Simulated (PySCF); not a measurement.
Compound: phosphorus tribromide, PBr3.
InChI=1S/Br3P/c1-4(2)3

Method used: PBE0-D3(BJ)/def2-SVP geometry optimisation, gas phase (PySCF 2.14.0).

Masses are those of the commonest isotopes; rigid-rotor values at the optimised geometry. 

Q: What are A, B and C (cm⁻¹)?

A: Ia = 498.27, Ib = 500.66, Ic = 943.65 u·Å²; 505379 MHz·u·Å²/I gives 1014, 1009 and 535.6 MHz, that is A = 0.03383, B = 0.03367, C = 0.01786 cm⁻¹.

Q: What kind of rotor is it?

A: An oblate symmetric top, as the point group C3v requires two equal moments; the computed ones differ by 0.48 % because the geometry is symmetric only within the optimiser's tolerance: κ = (2 × 1009 − 1014 − 535.6)/(1014 − 535.6) = 0.98.

Q: Is it planar, by Δ = Ic − Ia − Ib?

A: Not planar: Δ = Ic − Ia − Ib = -55.28 u·Å². For a rigid frame Δ = −2 Σ m c², so Σ m c² = 27.64 u·Å² lies off the ab plane. The atom farthest from that plane is 0.89 Å away.

Q: Give the other two planar moments, Paa and Pbb, and the rms extents of the mass along the axes.

A: Paa = Σ m a² = (Ib + Ic − Ia)/2 = 473.02 and Pbb = Σ m b² = (Ia + Ic − Ib)/2 = 470.63 u·Å². With the mass M = 267.73 u, the rms extents √(P/M) along a, b and c are 1.33, 1.33, 0.32 Å.

Q: Where do the R-branch lines fall?

A: The dipole of 0.44 D lies along the symmetry axis, so ΔK = 0 and J+1 ← J falls at 2B(J+1) for every K: 2.02 GHz, 4.05 GHz, 6.07 GHz, 8.09 GHz, 10.12 GHz for J = 0 to 4.

No PBE0-D3(BJ)/def2-SVP frequencies stand behind this structure, so it isn't proved a minimum. No vibrational averaging or centrifugal distortion is included, and the geometry carries the error of its method.

On one thread of an Arm Neoverse V2, no GPU (shared host), this took 38 s of wall time and 0.50 GiB of memory at its peak. This is the geometry optimisation.
